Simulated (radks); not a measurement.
Species: Pm. Configuration: [Xe] 4f5 6s2 (the NIST ground configuration). Method: scalar-relativistic Kohn-Sham, AM05, spin-polarised, spherical densities, point nucleus; open shells are filled with parallel spins first (spin-orbit coupling, left out, can overturn this in heavy ions); computed with a radial shooting solver on a logarithmic mesh with Libxc functionals.

Local quantities along the radius. ELF = 1/(1 + alpha^2) is the electron localisation function; alpha = (tau - tau_W)/tau_unif compares the Pauli kinetic energy density with that of the uniform gas (summed over spins). tau is taken from the large components.

```
   r/bohr * ELF (the largest magnitude, 0.999, reaches the edge; | marks zero)
0.0008216 |                                                      *
0.0009565 |                                                      *
 0.001122 |                                                      *
 0.001307 |                                                      *
 0.001533 |                                                      *
 0.001785 |                                                      *
 0.002078 |                                                      *
 0.002439 |                                                      *
 0.002839 |                                                      *
 0.003332 |                                                      *
 0.003879 |                                                      *
 0.004552 |                                                      *
 0.005299 |                                                      *
 0.006169 |                                                      *
 0.007239 |                                                      *
 0.008428 |                                                      *
  0.00989 |                                                     *
  0.01151 |                                                     *
   0.0134 |                                                    *
  0.01573 |                                                  *
  0.01831 |                                             *
  0.02149 |                                     *
  0.02502 |                           *
  0.02912 |                    *
  0.03418 |                 *
  0.03979 |                   *
  0.04669 |                          *
  0.05436 |                                  *
  0.06379 |                                       *
  0.07426 |                                        *
  0.08645 |                                    *
   0.1014 |                           *
   0.1181 |                   *
   0.1386 |                  *
   0.1613 |                         *
   0.1878 |                                   *
   0.2204 |                                        *
   0.2566 |                                      *
   0.3011 |                          *
   0.3506 |            *
   0.4114 |             *
   0.4789 |                            *
   0.5575 |                                      *
   0.6543 |                                       *
   0.7617 |                                *
   0.8939 |                     *
    1.041 |                *
    1.211 |                    *
    1.422 |                              *
    1.655 |                                  *
    1.942 |                               *
    2.261 |                    *
    2.632 |        *
    3.089 |     *
    3.596 |           *
     4.22 |                                *
    4.912 |                                                *
    5.765 |                                                    *
    6.711 |                                                     *
    7.813 |                                                     *
    9.169 |                                                     *
    10.67 |                                                  *
    12.53 |                                       *
    14.58 |             *
```

On this mesh the ELF has minima near r = 0.034, 0.14, 0.35, 1.0, 3.1 bohr, which separate the shells, and maxima near 0.074 (0.74), 0.22 (0.75), 0.65 (0.73), 1.7 (0.64), 7.8 (0.99).
